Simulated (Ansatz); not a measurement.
## Reading a saddle point

A first-order saddle point of Si$_{2}$H$_{6}$Cl$_{2}$OF$_{2}$, singlet, PBE0-D4/def2-TZVP, with one imaginary mode of 671i cm⁻¹:

Si1  (-0.700, -0.821, 0.587)
Si2  (-0.013, 0.195, -1.604)
Cl3  (0.018, -2.580, -0.418)
Cl4  (-2.632, -1.476, 0.788)
F5  (0.276, -1.030, 1.864)
H6  (0.458, 1.492, 1.344)
F7  (-1.113, 0.742, 1.125)
H8  (0.843, 0.603, 0.085)
O9  (1.328, 1.276, 0.922)
H10  (-1.339, -0.275, -2.082)
H11  (0.025, 1.676, -1.799)
H12  (1.099, -0.445, -2.340)
H13  (1.750, 0.643, 1.527)
(Å)

Program: Ansatz 0.2.0. Basis: def2-TZVPP and def2-QZVPP. Cores are frozen in the correlated methods. Extrapolation: Hartree–Fock as exp(−7.88 √X), correlation as X^−2.97.

Task: Which contacts change along the imaginary mode, and what lies on either side? (A judgement: the text doesn't fix the answer.)

Result: Computed: The step is Si₂H₃Cl₂F ([F][Si]([SiH3])([Cl])[Cl]) + H₂O + HF → SiCl₂F₂ ([F][Si]([F])([Cl])[Cl]) + SiH₄ + H₂O, with the molecules in contact on both sides. Shortening one way: Si1–F7, Si2–H8, H6–O9; lengthening the same way: Si1–Si2, H6–F7, H8–O9.
| pair | one side (Å) | saddle (Å) | other side (Å) |
| --- | --- | --- | --- |
| Si1–F7 | 3.10 | 1.70 | 1.57 |
| Si2–H8 | 5.38 | 1.94 | 1.49 |
| H6–O9 | 1.58 | 0.99 | 0.96 |
| Si1–Si2 | 2.34 | 2.51 | 4.58 |
| H6–F7 | 0.96 | 1.75 | 2.86 |
| H8–O9 | 0.96 | 1.18 | 3.01 |

Task: Which side is lower, and how far does the saddle lie above each? (An estimate is asked for; the value comes from the calculation.)

Result: The calculation gives: The side with Si1–F7, Si2–H8, H6–O9 short is lower by 100.8 kJ/mol; the saddle lies 276.7 kJ/mol above it and 175.9 kJ/mol above the other (CCSD(T) at an estimated basis limit (MP2 extrapolated from triple and quadruple zeta, plus CCSD(T) − MP2 in triple zeta); electronic energies).

No T1 diagnostic of these runs exceeds 0.012.

Labels in which every atom is bracketed show which atoms are joined, not bond orders.

For scale, one of the runs: CCSD(T)/def2-TZVPP, 345 basis functions, launched by `ansatz run in.yaml --threads 4 --pin off --events-out ev --progress --plain --max-ram 66560MiB --backend cuda --devices 0, --max-vram 37GiB`. Time: 14 s of wall clock on 4 CPU threads of an AMD EPYC 7R13 and a share of one NVIDIA H100; the host was shared. Peak host memory: 0.85 GiB.
